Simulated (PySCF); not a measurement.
Electronic absorption of C7H4O3

C₇H₄O₃.
Cartesian coordinates in Å at the GFN2-xTB level; atoms count from 1:
```xyz
14
C7H4O3 angstrom
C      2.578    1.854    0.694
C      1.879    0.955    0.317
C      1.096   -0.144   -0.117
C     -0.102    0.010   -0.634
C     -1.308    0.087   -1.105
C     -2.512    0.031   -0.242
O     -3.638    0.113   -0.653
O     -2.211   -0.119    1.052
C      1.694   -1.494    0.030
O      1.193   -2.525   -0.321
H      3.177    2.650    1.022
H     -1.511    0.203   -2.160
H     -3.023   -0.164    1.582
H      2.688   -1.457    0.514
```

The calculation used TDDFT CAM-B3LYP/def2-SVPD, vertical, gas phase, core orbitals frozen in the response (PySCF).

| state | E (eV) | E (kJ/mol) | λ (nm) | f | main configurations (H = HOMO, L = LUMO) |
| --- | --- | --- | --- | --- | --- |
| S1 | 3.78 | 364 | 328.4 | 0.0002 | H-1→L (86%), H-1→L+3 (9%) |
| S2 | 4.72 | 455 | 262.8 | 0.0002 | H→L+1 (85%) |
| S3 | 4.96 | 479 | 249.9 | 0.262 | H→L (94%) |
| S4 | 5.06 | 488 | 245.1 | 0.0015 | H-2→L (71%), H-4→L (17%) |
| S5 | 5.45 | 526 | 227.3 | 0.0002 | H-3→L+1 (57%), H-4→L (13%) |
| S6 | 5.53 | 534 | 224.0 | 0.0002 | H-4→L (50%), H-3→L+1 (17%), H-2→L (10%) |
| S7 | 5.97 | 576 | 207.8 | 0.107 | H-1→L+1 (85%) |
| S8 | 6.35 | 613 | 195.2 | 0.033 | H-3→L (60%), H-2→L+1 (20%) |

Triplets, Tamm–Dancoff:

| state | E (eV) | λ (nm) | main configurations (H = HOMO, L = LUMO) |
| --- | --- | --- | --- |
| T1 | 3.13 | 396.3 | H→L (85%) |
| T2 | 3.27 | 378.6 | H-1→L (80%), H-1→L+3 (12%) |
| T3 | 4.27 | 290.3 | H-2→L+1 (42%), H-4→L+1 (38%), H-1→L+1 (10%) |

The lowest singlet lies at 3.78 eV (328 nm, ultraviolet) and is dark (f under 0.0005); its leading configuration is HOMO-1→LUMO (86%). The most intense listed level is S3 at 4.96 eV (250 nm, f = 0.262), 1.19 eV above S1. Löwdin shares by element: HOMO carbon 77% or more (atoms not listed hold the other 23%); LUMO carbon 58% or more, oxygen 16% or more (atoms not listed hold the other 26%). Of the 8 states listed, 3 reach f = 0.01 and 4 stay under 0.0005. Weighted by f, the mean energy of these states is 5.34 eV. The listed states span 2.58 eV, and the widest gap between neighbours is 0.94 eV (S1 to S2). No computed singlet lies in the visible range (380 to 750 nm); the lowest, at 328 nm, stands 0.51 eV above its violet end (3.26 eV); a Tamm–Dancoff triplet lies at 396 nm, without intensity as long as spin–orbit coupling is left out. The window holds the lowest 8 singlets.

One conformer stands for the species.
